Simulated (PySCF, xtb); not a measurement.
Cl2H2OSSi, SMILES O[Si](Cl)(S)Cl.

GFN2-xTB (xtb) at its own geometry gives an orbital gap of 5.36 eV and a dipole moment of 3.29 D.

Geometry optimised at PBE0-D3(BJ)/def2-SVP. The structure was generated by enumeration, and PubChem lists no compound with its InChIKey, so it may never have been made. The values are those of a single conformer.

What does PBE/def2-TZVP in PySCF give? (The exact figures need the calculation; the answer reports its results.)

gap 5.70 eV (levels -6.79 and -1.09 eV), dipole 1.65 D.
